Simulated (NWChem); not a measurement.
**Correlation energy of selenium dioxide (O2Se)**

```
Se
O 1 1.6029
O 1 1.6029 2 115.06
```
Charge 0, spin multiplicity 1.

The numbers come from NWChem runs, not from measurements. Structure: optimised with PBE0/def2-SVP, a minimum by its harmonic frequencies.

Basis set: 3-21G. Each correlation energy counts from its own Hartree-Fock reference.

```tsv
method	correlation energy (mHa)	remark	difference from CCSD(T)
CCSD+T(CCSD)	-375.4	-	-5.8
CR-CCSD[T]	-367.6	-	+2.1
MP2	-372.1	-	-2.4
CCSD(T)	-369.7	-	0.0
SCS-MP2	-356.0	-	+13.6
CR-CCSD(T)	-363.4	-	+6.3
CCSDT	-368.9	large amplitudes	+0.8
CCSD	-344.9	-	+24.8
```

The values span 30.6 mHa, from CCSD+T(CCSD) (lowest) to CCSD (highest). 

The Hamiltonian is non-relativistic. The correlated methods keep 11 core orbitals frozen. No row is a measurement; the coupled-cluster row has its own basis-set and correlation limits.
